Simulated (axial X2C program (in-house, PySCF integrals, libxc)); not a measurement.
# Nuclear properties of SSbS²⁺

Calculated with an axial X2C code built on PySCF integrals: two-component X2C with atomic mean-field Coulomb and Gaunt terms, Gaussian nuclei, basis S dyall-av3z, Sb dyall-v3z with contracted cores.

S–Sb–S held linear, with bonds 2.208 and 2.208 Å (near the PBE0 minimum at charge 2 of the determinant lowest at the starting distance; the state shown can have its own minimum elsewhere, held linear; other orders of the atoms were not compared).

Determinant lowest in the PBE0 search, Ω = 1/2 (⟨Sz⟩ = -0.50, ⟨Lz⟩ = 1.00 at PBE0), spin on the atoms S -0.35, Sb 0.21, S -0.35:

```json
{"level": "PBE0", "A∥/gI S (MHz)": "794", "qzz S (a.u.)": "2.19", "A∥/gI Sb (MHz)": "-172", "qzz Sb (a.u.)": "-5.04"}
{"level": "HF", "A∥/gI S (MHz)": "927", "qzz S (a.u.)": "2.24", "A∥/gI Sb (MHz)": "214", "qzz Sb (a.u.)": "-6.60"}
{"level": "TPSSh", "A∥/gI S (MHz)": "702", "qzz S (a.u.)": "2.18", "A∥/gI Sb (MHz)": "-3.18", "qzz Sb (a.u.)": "-4.58"}
```

Determinant 0.00 eV from it at PBE0 and this distance, Ω = 3/2 (⟨Sz⟩ = 0.50, ⟨Lz⟩ = 1.00 at PBE0), spin on the atoms S 0.35, Sb -0.20, S 0.35:

```csv
level,A∥/gI S (MHz),qzz S (a.u.),A∥/gI Sb (MHz),qzz Sb (a.u.)
PBE0,139,2.20,-148,-5.19
HF,212,2.11,-667,-6.73
TPSSh,136,2.20,-61.6,-4.64
```

A∥ (defined per Ω) follows by multiplying with gI = μI/(I μN); qzz is the electric field gradient, eQq0 = 234.96 MHz × Q/barn × qzz. The operators were transformed with the bare-nucleus X2C matrices; with these basis sets, hyperfine constants and field gradients can be off by tens of per cent, and where levels differ in sign neither size nor sign is settled.

Problem. With gI(33S) = 0.4292, Q(33S) = -0.0694 barn, Q(121Sb) = -0.543 barn (g factors from the IAEA table of nuclear moments by Stone; Q from Pyykkö, Mol. Phys. 2018), turn the PBE0 values of the first state into constants in MHz.

Solution. A∥(33S) = 794 × 0.4292 = 341 MHz; eQq0(33S) = 234.96 × (-0.0694) × (2.19) = -35.7 MHz; eQq0(121Sb) = 234.96 × (-0.543) × (-5.04) = 643 MHz.

The molecule was held linear; bending was not examined, so a bent shape may lie lower.

Each state is one determinant with collinear spin. Unrestricted Hartree–Fock can overshoot spin polarisation at the nuclei. At PBE0, TPSSh a later determinant lies lower. The search compared states at one distance, so a state with another bond length can lie lower. Where a field gradient or hyperfine factor spreads by more than a factor of two over the levels, a constant derived from it is not to be relied on. PBE0 term energies can be off by some tenths of an eV.
